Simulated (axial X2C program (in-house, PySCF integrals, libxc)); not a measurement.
**Correcting the dissociation energy of CrF for spin–orbit coupling**

A spin-free PBE0 curve (one-electron X2C) was computed with an in-house all-electron X2C program for linear molecules (integrals from PySCF), basis Cr dyall-cv3z [9s10p6d3f2g], F dyall-av3z [7s6p3d2f] (cores contracted in-house), for the state M_S = 5/2, Λ = 0 (beyond evenly filled blocks: σα, π+α, π-α, δ+α, δ-α). It gives D0 = 4.763 eV to Cr + F, which in a spin-free picture are the weighted means of the ground terms.

Measured levels of the ground terms (NIST Handbook of Basic Atomic Spectroscopic Data), in cm⁻¹: Cr 7S: J = 3 at 0; F 2P: J = 3/2 at 0, J = 1/2 at 404.1.

The molecular state has Λ = 0, so it has no first-order lowering.

**Question.** How far does each ground level lie under the (2J+1)-weighted mean of its term?

**Answer.** Cr: a single level, 0; F: (4 × 0 + 2 × 404.1)/6 = 135 cm⁻¹.

**Question.** Correct D0.

**Answer.** D0 = 4.763 + (0 − 135)/8065.5 = 4.746 eV at PBE0 with these spin–orbit terms.

Second-order spin–orbit effects in the molecule, which grow quickly with Z, are left out. The state is a single determinant with fixed occupations, the lowest that a limited PBE0 search found. Dissociation energies refer to the lowest single-determinant-based atoms at the same level and basis.
